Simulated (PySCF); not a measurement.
Species: C7H6N2 (charge +1 and doublet state).
Cartesian coordinates in Å at the GFN2-xTB level; atoms count from 1:
```
atom  x, y, z in Å
C1    -2.4263   -0.1313   -0.1625
C2    -1.0838   -0.0584   -0.0729
C3    -0.0582   -0.8837    0.6196
C4     1.0424    0.0572    0.0668
C5     1.8015    0.7768    1.0727
N6     2.3492    1.3554    1.8841
C7     1.9990   -0.5708   -0.8258
N8     2.7067   -1.0835   -1.5535
C9    -0.0719    0.8784   -0.6303
H10   -2.9908    0.5895   -0.7336
H11   -2.9812   -0.9124    0.3338
H12    0.0127   -1.9251    0.2891
H13   -0.1356   -0.9152    1.7113
H14   -0.0100    0.9131   -1.7227
H15   -0.1581    1.9180   -0.2980
```

The species is `N#CC1(C#N)C[C]([CH2+])C1` [radical] (charge +1).

The calculation used PySCF, UKS B3LYP, pcH-1 on C H N, non-relativistic, mean-field spin-orbit, GIAO. Isolated species at its GFN2-xTB geometry, gas phase. Couplings are sensitive to structure, and on GFN2-xTB geometries they can be far from those on DFT ones, by a factor of two or more for some ions and for spin on atoms past the first row. Stability of the SCF solution: not tested.

(1) Give the principal g shifts and their parts.

(2) What are the electron Larmor frequencies g μB B/h along the three axes at 3350 mT?

(3) What effective moment and Curie constant follow for a powder?

(4) Average each term over the three axes. Which is largest in size?

(5) In a frozen sample, at which fields do the three g values resonate at 9.5, 34, 94 and 263 GHz (hyperfine left aside), and which band first spreads them over more than twice a line width of 1.0 mT?

Answers

(1) 
```tsv
Δg (ppm)	1	2	3
relativistic mass correction	-136	-136	-136
gauge correction	3	27	19
orbital Zeeman/spin–orbit	-119	421	1522
total	-253	311	1405
```

So g = 2.00207, 2.00263, 2.00372 and g_iso = 2.00281; the tensor is rhombic: the two nearest values differ by 34 % of g3 − g1. Axes: g3 points within 1° of the C1–C2 bond.

(2) 93.8717, 93.8982, 93.9495 GHz for g1, g2 and g3, a range of 77.7 MHz.

(3) With the mean of g² = 4.0112 and S(S+1) = 0.75: μ_eff = √(⟨g²⟩S(S+1)) = 1.734 μB and χT = 0.12505·⟨g²⟩·S(S+1) = 0.376 cm³ K/mol (cgs; spin-Hamiltonian part alone).

(4) The orbital-Zeeman/spin–orbit term 608, the mass correction -136 and the gauge correction 16 ppm, for a total of 488 ppm. The orbital-Zeeman/spin–orbit term is the largest in size. The mass correction is the same along every axis, so the anisotropy comes from the other two: their spans along these axes are 24 (gauge) and 1641 ppm (orbital Zeeman/spin–orbit).

(5) 
| band | GHz | B(g3) mT | B(g2) mT | B(g1) mT | spread mT |
| --- | --- | --- | --- | --- | --- |
| X | 9.5 | 338.75 | 338.93 | 339.03 | 0.28 |
| Q | 34.0 | 1212.35 | 1213.02 | 1213.36 | 1.00 |
| W | 94.0 | 3351.80 | 3353.63 | 3354.58 | 2.78 |
| J | 263.0 | 9377.91 | 9383.04 | 9385.68 | 7.77 |

The spread grows in proportion to the frequency. W band is the first where it exceeds 2.0 mT.

The largest Mulliken spin populations are on C1 (+0.61) and C2 (+0.31). The angles at C1 add up to 360.0°, so it is planar; its axial dipolar tensor and the negative couplings of its protons fit spin in a p orbital normal to that plane.

The HOMO–LUMO gaps are 5.42 eV among the α and 1.31 eV among the β orbitals.

Time: 95 s of wall time (with the writing of density and orbital grids); peak memory 1.1 GiB. Hardware: an Arm Neoverse V1 with one thread, no GPU, on a shared host.

The SMILES draws the unpaired electron on C2; the largest computed Mulliken spin population is on C1 (0.61 against 0.31).
